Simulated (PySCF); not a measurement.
# Bond energies at r²SCAN/def2-SVP beside a composite method

PySCF, lowest determinants of a PBE0 search. The composite is CCSD(T) extrapolated to the basis-set limit from two correlation-consistent sets, with core-valence (CV) and scalar-relativistic (SR) terms as its label shows; it has no spin–orbit coupling and nothing beyond (T).

```csv
species,state (unpaired electrons),De r²SCAN (eV),De composite (eV),composite,dissociates to
SbH,triplet (π ↑↑),2.60,2.62,CCSD(T)/CBS(DT),Sb + H
O2,triplet (π ↑↑),5.72,5.19,CCSD(T)/CBS(TQ)+CV+SR,O + O
GaF,singlet (closed shell),6.09,6.13,CCSD(T)/CBS(DT)+CV,Ga + F
NaH,singlet (closed shell),1.87,1.96,CCSD(T)/CBS(TQ)+SR,Na + H
PbS,singlet (closed shell),4.60,4.69,CCSD(T)/CBS(DT)+CV,Pb + S
SiP,doublet (π ↑),3.60,3.75,CCSD(T)/CBS(TQ)+CV+SR,Si + P
SnBr,doublet (π ↑),3.59,3.44,CCSD(T)/CBS(DT),Sn + Br
PbH,doublet (π ↑),2.44,2.53,CCSD(T)/CBS(DT),H + Pb
```

Does r²SCAN bind more or less than the composite, by how much on average, and where is the difference largest?

r²SCAN/def2-SVP binds about as much on average, method and basis taken together: the mean signed difference is +0.02 eV and the mean absolute one 0.14 eV; it is largest for O2 (+0.53 eV).

The molecules are drawn from runs that passed checks on state, spin purity and fit, so the hardest cases are missing and the errors look smaller than over all diatomics.

Correlated steps freeze the inner cores (1 to 13 orbitals); shallow outer-core shells are correlated. These are scalar-relativistic numbers at best; spin–orbit coupling would shift them, the dissociation energy most. Where the molecule has an RHF reference, its open-shell atoms are computed with UHF. The CCSD T1 diagnostic is raised in PbS, a sign that a single reference may not be enough there. States were picked by a PBE0 search and need not be the measured ground states.
